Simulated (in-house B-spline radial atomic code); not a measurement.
# Functionals against ionisation energies along an isoelectronic series: K to Mn⁶⁺

Ionisation energies as differences of self-consistent total energies from an all-electron radial atomic-structure program (B-spline basis): all electrons, radial basis limit, scalar-relativistic (one-electron X2C), spin-polarised at highest spin, spherical densities; exact exchange is averaged over the determinants of each configuration. No spin-orbit coupling, Breit or QED terms. NIST's values run from ground level to ground level, so in open shells the differences also hold multiplet and fine-structure energies that spherical high-spin averages miss. Columns give computed minus NIST, in eV; a star marks a semi-empirical value. Species are left out where the tabulated value is theory, is uncertain by more than 0.12 eV, or (13 ions, such as In⁴⁺, Te⁴⁺ and Bi⁴⁺) lies off its series for all methods alike, which flatters the means a little.

| species | shell | NIST (eV) | LDA exchange-only | BP86 | SCAN | CAM-B3LYP | B97-1 | AM05 |
| --- | --- | --- | --- | --- | --- | --- | --- | --- |
| K | 4s | 4.34 | -0.28 | +0.16 | -0.05 | +0.11 | -0.12 | +0.04 |
| Ca⁺ | 4s | 11.87 | -0.35 | +0.18 | -0.12 | +0.22 | -0.18 | +0.05 |
| Sc²⁺ | 3d | 24.76 | -0.91 | +0.35 | -0.30 | +0.42 | +0.14 | +0.27 |
| Ti³⁺ | 3d | 43.27 | -1.10 | +0.32 | -0.38 | +0.39 | +0.15 | +0.25 |
| V⁴⁺ | 3d | 65.28 | -1.24 | +0.30 | -0.44 | +0.36 | +0.16 | +0.23 |
| Cr⁵⁺ | 3d | 90.63 | ? | ? | ? | ? | ? | ? |
| Mn⁶⁺ | 3d | 119.20 ± 0.01 | -1.40 | +0.30 | -0.51 | +0.36 | +0.21 | +0.24 |

Question: What are the differences for Cr⁵⁺ ([Ar] 3d1)?

Answer: LDA exchange-only -1.34; BP86 +0.28; SCAN -0.49; CAM-B3LYP +0.35; B97-1 +0.17; AM05 +0.22 eV.

Question: How do the methods rank, and which species is hardest?

Answer: Mean absolute (signed) differences: B97-1 0.16 (+0.08) eV; AM05 0.18 (+0.18) eV; BP86 0.27 (+0.27) eV; CAM-B3LYP 0.31 (+0.31) eV; SCAN 0.33 (-0.33) eV; LDA exchange-only 0.95 (-0.95) eV. For Mn⁶⁺, which loses a 3d electron, the nearest method is off by +0.21 eV, the largest such miss. The first two are tied within the accuracy of the references.
